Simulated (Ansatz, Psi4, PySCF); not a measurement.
F₂Si, triplet, geometry from GFN2-xTB (the spin is typed, not shown lowest). Base run: BHANDHLYP/cc-pVDZ (PySCF).

The PySCF input:
```python
from pyscf import gto, scf, dft

mol = gto.M(
    atom='''
Si   -0.03269801   -0.01543688    0.55306998
F     1.10572363   -0.70625359   -0.38634522
F    -1.05486006    0.73026650   -0.47398585
''',
    basis='cc-pvdz',
    spin=2,
    verbose=4,
)

mf = dft.UKS(mol)
mf.xc = 'bhandhlyp'
mf.kernel()
```

The same geometry, method and basis name were run in Ansatz (a quantum-chemistry and plane-wave program) and Psi4 and PySCF, at each program's defaults and at the settings that a row names. The base is PySCF at its defaults. Differences at the defaults can come from grids, fitting, cores and function types together.

```tsv
code and settings	ΔE vs base (mEh)	basis functions	E (Eh)	SCF cycles	dipole (D)
PySCF, defaults (exact integrals, its default grid, spherical functions)	0.000	46	-489.07194	9	2.29
Psi4, defaults (density fitting with its default set, its default grid, spherical functions)	0.050	46	-489.07189	8	2.29
Ansatz, defaults (factorised integrals, its default grid, spherical functions)	0.002	46	-489.07194	-	-
PySCF, density fitting with def2-universal-jkfit	0.011	46	-489.07193	9	2.29
PySCF, fine grid	-0.002	46	-489.07194	9	2.29
Psi4, exact integrals, spherical functions, fine grid	-0.001	46	-489.07194	11	2.29
Ansatz, high accuracy	-0.003	46	-489.07194	-	-
```

Open shells are given as the SCF converged; they aren't shown to be the lowest states, and a large step between rows can be another state.
